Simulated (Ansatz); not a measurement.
Basis-set extrapolation for CH$_{8}$AlClSi$_{2}$ (`C[SiH2][SiH]([AlH2])Cl`) (PBE0-D4/def2-TZVP geometry, frozen core, Ansatz). Multiplicity 1, RHF reference.

|  | def2-TZVPP | def2-QZVPP |
| --- | --- | --- |
| HF | -1321.908765 | -1321.948210 |
| MP2 correlation | -0.692715 | -0.748478 |
| CCSD(T) correlation | -0.803510 | not run |

Energies in hartree. Use E(X) = E(∞) + A·exp(−7.88·√X) for Hartree–Fock and E(X) = E(∞) + B·X^(−2.97) for correlation, with X = 3 and 4, and add CCSD(T) minus MP2 of the smaller set to the MP2 limit.

Question: What is the CCSD(T) energy at the basis-set limit?

Answer: HF limit: -1321.948210 + (-0.039445) × 0.13774 = -1321.95364. MP2 limit: -0.748478 + (-0.055763) × 0.74074 = -0.78978. Higher-order term: -0.803510 − (-0.692715) = -0.11079. Total: -1322.85421 hartree, 372.7 kJ/mol below CCSD(T)/def2-TZVPP.
